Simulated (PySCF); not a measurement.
Isomers of C8H11N, from PBE0-D3(BJ)/def2-SVP geometry optimisation, gas phase (PySCF 2.14.0). One conformer each, no zero-point energy, no frequencies.

**Question.** Which is lower in electronic energy at this level?
A. `[CH:1]#[C:2][CH:3]1[CH2:4][CH2:5][C:6](=[NH:7])[CH2:8][CH2:9]1` with C2–C3–C4–C5 -68°, C3–C4–C5–C6 -54°, C4–C5–C6–N7 -128°, C5–C6–C8–C9 -51°: A = 2903, B = 1212, C = 1127 MHz, dipole 2.13 D
B. `[CH2:1]=[CH:2][C:3](=[CH2:4])/[CH:5]=[CH:6]/[CH:7]=[N:8]/[CH3:9]` with C1–C2–C3–C4 -154°, C2–C3–C5–C6 19°, C5–C6–C7–N8 -179°: A = 3709, B = 671.9, C = 576.8 MHz, dipole 1.37 D

**Answer.** A. That is `C1CC(C#C)CCC1=N`, 10.5 kcal/mol below the other.

```csv
SMILES,mapped SMILES,E (Eh),relative (kcal/mol),relative (kJ/mol),dipole (D)
C#CC1CCC(=N)CC1,[CH:1]#[C:2][CH:3]1[CH2:4][CH2:5][C:6](=[NH:7])[CH2:8][CH2:9]1,-365.46735,0.0,0.0,2.13
C=CC(=C)/C=C/C=N/C,[CH2:1]=[CH:2][C:3](=[CH2:4])/[CH:5]=[CH:6]/[CH:7]=[N:8]/[CH3:9],-365.45064,10.5,43.9,1.37
```

As drawn, the lower has a C≡C bond and an N–H bond, which the higher lacks; the higher has a C=C bond outside aromatic rings, which the lower lacks.
